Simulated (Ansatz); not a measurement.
CH6Si3, SMILES `C[SiH]1[SiH]=[SiH]1` (charge 0, multiplicity 1).

Cartesian coordinates (Å):
SMILES: C[SiH]1[SiH]=[SiH]1
```xyz
10

C      1.6543     0.4083    -0.4595
Si     0.2059    -0.1230     0.6041
Si    -1.5716    -1.3277    -0.1938
Si    -1.9210     0.6835     0.3337
H      2.4149    -0.3771    -0.4810
H      1.3336     0.6157    -1.4813
H      2.1159     1.3091    -0.0453
H      0.7336    -0.3912     1.9755
H     -2.0962    -2.6228    -0.7097
H     -2.8694     1.8254     0.4572
```
Charge 0, multiplicity 1.

Frozen-core energies in 6-31g from Ansatz (an electronic-structure program) at a geometry from PBE0-D3(BJ)/def2-TZVP; the HF reference has <S^2> = 0.00 (restricted, and unstable towards unrestricted orbitals) and the T1 diagnostic is 0.009.

| level | energy (Ha) | difference from CCSDT(Q) (mHa) |
|---|---|---|
| HF | -907.88813 | 317.63 |
| MP2 | -908.14655 | 59.22 |
| CCSD | -908.19479 | 10.97 |
| CCSD(T) | -908.20382 | 1.95 |
| CCSDT | -908.20490 | 0.86 |
| CCSDT(Q) | -908.20576 | 0.00 |
